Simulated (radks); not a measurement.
Effect of the nuclear size on the arsenic ion As3+, [Ar] 3d10 4s2. All-electron calculation, Dirac Kohn-Sham, BLYP, spin-unpolarised, spherical densities, finite nucleus; Fermi nuclear charge, rms radius 4.0968 fm. Program: a radial shooting solver on a logarithmic mesh with Libxc functionals. The rms radius is varied about that value; shifts are against it.

| rms radius (fm) | total energy shift (eV) | density at nucleus (e/bohr^3) | 1s1/2 shift (meV) | 2s1/2 shift (meV) | 2p1/2 shift (meV) | 3s1/2 shift (meV) | 3p1/2 shift (meV) | 4s1/2 shift (meV) |
|---|---|---|---|---|---|---|---|---|
| 3.5355 | -0.101 | 3.594e+04 | -43.0 | -4.23 | 0.343 | -0.634 | 0.072 | -0.063 |
| 3.8346 | -0.0491 | 3.575e+04 | -20.8 | -2.05 | 0.166 | -0.307 | 0.035 | -0.030 |
| 4.0968 | 0 | 3.559e+04 | 0.000 | 0.000 | 0.000 | 0.000 | 0.000 | 0.000 |
| 4.3139 | 0.0430 | 3.546e+04 | 18.2 | 1.79 | -0.145 | 0.268 | -0.031 | 0.027 |
| 4.9121 | 0.172 | 3.515e+04 | 73.0 | 7.18 | -0.582 | 1.07 | -0.122 | 0.106 |

Slopes of the eigenvalues against <r^2> in GHz/fm^2, as finite differences over the two radii next to the reference (eigenvalue slopes, not the field-shift constants of lines): 1s1/2 2420, 2s1/2 238, 2p1/2 -19.3, 3s1/2 35.6, 3p1/2 -4.05, 4s1/2 3.52.
